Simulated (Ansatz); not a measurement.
Consider the redistribution: `C[CH](C)[MgH]` + `C[O][Zn][F]` → `[CH3][MgH]` + `CC(C)[O][Zn][F]`.

Calculated with Ansatz (gas phase, PBE0-D4/def2-TZVP geometries, no zero-point term in ΔE). CCSD(T)/CBS is the MP2 limit (def2-TZVPP, def2-QZVPP) plus CCSD(T) − MP2 in def2-TZVPP, frozen cores. DFT in def2-TZVPP. For Mg, Zn outer-core shells are correlated without core-valence functions, which leaves a few kJ/mol of doubt a bond. Scalar relativity is left out up to krypton. One conformer a species, not always the lowest.

`C[CH](C)[MgH]`:

Cartesian coordinates in Å:
```
C -0.857 -1.073 -0.269
C 0.035 -0.045 0.425
C 1.357 0.103 -0.326
Mg -0.940 1.805 0.740
H -1.778 -1.278 0.286
H -1.153 -0.748 -1.273
H -0.341 -2.037 -0.398
H 0.267 -0.435 1.427
H 1.862 -0.867 -0.454
H 1.213 0.508 -1.334
H 2.064 0.762 0.188
H -1.729 3.305 0.988
```

`C[O][Zn][F]`:

Cartesian coordinates in Å:
```
C -0.376 -0.991 0.061
O -0.372 0.294 0.626
Zn 0.538 1.672 0.026
F 1.386 3.108 -0.467
H -0.754 -1.001 -0.969
H 0.617 -1.459 0.062
H -1.039 -1.623 0.661
```

`[CH3][MgH]`:

```xyz
6

C    -0.731   -0.130    0.222
Mg    1.233    0.220   -0.375
H    -0.813   -0.247    1.308
H    -1.139   -1.041   -0.229
H    -1.397    0.692   -0.061
H     2.846    0.506   -0.865
```

`CC(C)[O][Zn][F]`:

```xyz
13

C    -1.348   -0.408   -0.236
C    -0.211    0.579   -0.417
C     1.026   -0.086   -0.990
O     0.080    1.254    0.784
Zn    0.650    0.399    2.218
F     1.217   -0.318    3.700
H    -1.044   -1.219    0.439
H    -1.642   -0.863   -1.185
H    -2.219    0.088    0.196
H    -0.539    1.359   -1.119
H     0.828   -0.529   -1.970
H     1.836    0.638   -1.093
H     1.366   -0.893   -0.327
```

```
          species  r2SCAN-D4 energy (Eh)
  `C[CH](C)[MgH]`             -319.11068
    `C[O][Zn][F]`            -1994.38207
     `[CH3][MgH]`             -240.51863
`CC(C)[O][Zn][F]`            -2073.00401
```

(1) Work out ΔE.

Largest T1 diagnostic among the species: 0.017.

## Answers

(1) ΔE = (-240.51863) + (-2073.00401) − (-319.11068) − (-1994.38207) = -0.02989 Eh = -18.8 kcal/mol. CCSD(T)/CBS gives -17.5 kcal/mol.

In def2-TZVPP, CCSD(T) changes the Hartree–Fock value by −1.2 kcal/mol (the triples alone add −0.4 kcal/mol) and MP2 by −1.1 kcal/mol. The D4 term adds −0.9 kcal/mol with B3LYP and −0.5 kcal/mol with PBE0; it sums over pairs of atoms, weighted by their polarisabilities, and B3LYP, whose exchange is more repulsive, gets the larger term.

B3LYP here is the variant with VWN-RPA as its local correlation; programs differ in this.
